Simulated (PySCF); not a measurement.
CF3, SMILES F[C-](F)F, charge -1. Atoms are numbered in the order given.

```xyz
4

C      0.0000     0.0000    -0.5495
F      1.0932     0.6311     0.1221
F     -1.0932     0.6311     0.1221
F      0.0000    -1.2623     0.1221
```
Charge -1, spin multiplicity 1.

Geometry optimised at ωB97X-D3(BJ)/def2-SVPD.

The numbers are results of PySCF with ωB97X-D3(BJ)/def2-SVPD, not measurements.

Harmonic, unscaled wavenumbers; measured fundamentals usually lie a few per cent lower.

Modes within 1.5 cm⁻¹ of each other (mostly degenerate sets) share a row, with their intensities summed.

Task: Estimate the vibrational spectrum. (An estimate is asked for; the answer gives what the named calculation found.)

Result: 
| mode | ν (cm⁻¹) | IR (km/mol) | moving atoms (share of kinetic energy) |
|---|---|---|---|
| 1–2 | 459 | 21.7 | F 98 % |
| 3 | 627 | 0.3 | F 94 % |
| 4–5 | 790 | 538.7 | C 73 %, F 27 % |
| 6 | 998 | 92.8 | C 76 %, F 24 % |
